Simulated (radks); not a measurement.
Question: The mean radii <r> (bohr) of the occupied orbitals of an atom or ion are listed with their occupations. Calculated with a radial shooting solver on a logarithmic mesh with Libxc functionals: scalar-relativistic Kohn-Sham, BLYP, spin-unpolarised, spherical densities, finite nucleus; Fermi nuclear charge, rms radius of each element as measured or else 0.836 A^(1/3) + 0.57 fm.

| orbital | occ. | <r> |
|---|---|---|
| 1s | 2 | 0.07680 |
| 2s | 2 | 0.3603 |
| 2p | 6 | 0.3224 |
| 3s | 1 | 0.9770 |

Name the element and its charge.

Answer: Z = 20, calcium, charge +9: Ca9+ in [Ne] 3s1. The 1s radius gives Z: for a bare nucleus <r> = (2 gamma + 1)/(2Z) with gamma = sqrt(1 - (Z/c)^2), 0.07446 bohr for Z = 20, and screening makes it slightly larger (0.07680 here). The occupations add up to 11, and the charge is Z minus that.
